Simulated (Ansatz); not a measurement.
CH8Si2Te (`[SiH3]C([SiH3])[TeH]`). Charge 0, multiplicity 1. Correlated methods include outer-core shells of Te, which these sets cover unevenly. Te takes the def2 core potential.

Cartesian coordinates in Å:
```
Si -1.736 -0.235 0.207
C -0.081 0.041 -0.629
Si 1.351 -0.560 0.416
Te 0.113 2.153 -1.004
H -2.809 0.516 -0.500
H -2.075 -1.684 0.182
H -1.666 0.234 1.614
H -0.065 -0.467 -1.597
H 1.369 0.176 1.704
H 1.200 -2.018 0.685
H 2.638 -0.337 -0.295
H 1.760 2.179 -0.783
```

(1) Give the diagnostics of a CCSD(T)/def2-TZVPP run (frozen core, Ansatz). (Best estimate.)

Answers

(1) The calculation gave: T1 = 0.0113, largest single amplitude 0.012, largest double 0.033, (T) share of the correlation energy 3.1 %, 10 CCSD cycles. The RHF solution is stable towards an unrestricted one. T1 lies under the customary mark of 0.02 for closed shells.
